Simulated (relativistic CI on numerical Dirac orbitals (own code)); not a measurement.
Input to a radial Dirac CI calculation:

```
atom La  Z=57  charge=0  electrons=57
nucleus A=139  rms_radius_fm=4.8550
hamiltonian dirac-coulomb  breit=on  qed=on  c_scale=1
orbitals kli  potential=per-configuration
slater_scale 0.85
correlation p86
mixing on
configurations
  [Xe] 5d 6s2
  [Xe] 5d2 6s
  [Xe] 5d3
  [Xe] 5d 6s 6p
  [Xe] 4f 6s2
  [Xe] 6s2 6p
  [Xe] 5d2 6p
  [Xe] 4f 5d 6s
  [Xe] 5d 6s 6d
  [Xe] 5d 6s 6f
  [Xe] 5d2 6d
  [Xe] 5d 6s 6g
  [Xe] 6s2 7p
  [Xe] 5f 6s2
  [Xe] 6s 6p 7s
  [Xe] 5d 6s 7s
  [Xe] 6s2 8s
  [Xe] 5d2 7s
  [Xe] 5g 6s2
  [Xe] 4f 5d 5g
  [Xe] 6s2 7d
  [Xe] 6s 6p 6d
  [Xe] 5d2 5f
  [Xe] 5d 6s 7p
  [Xe] 5d 6p 7s
  [Xe] 4f 5d 6g
  [Xe] 4f 5g 6s
  [Xe] 6s2 6f
  [Xe] 5d 6p2
  [Xe] 4f 6p2
  [Xe] 6p3
  [Xe] 4f 6s 6p
  [Xe] 4f2 6p
  [Xe] 4f 6p 6d
  [Xe] 6s 6p2
  [Xe] 6p2 6d
  [Xe] 4f 5f 6s
  [Xe] 4f 5f 6p
  [Xe] 4f2 5f
  [Xe] 4f 5f 6d
  [Xe] 4f 5d 6f
  [Xe] 4f2 6f
  [Xe] 4f 6p 6f
  [Xe] 5d 5f2
  [Xe] 4f 5f2
  [Xe] 5f2 6p
  [Xe] 4f 5d 6p
  [Xe] 4f 6s 6f
  [Xe] 4f 6d 6f
end
```

**Question.** How did the run end?

**Answer.** The self-consistent field of one configuration failed: SCF of 1s2 2s2 2p6 3s2 3p6 3d10 4s2 4p6 4d10 4f2 5s2 5p6 5f ended with code -2.
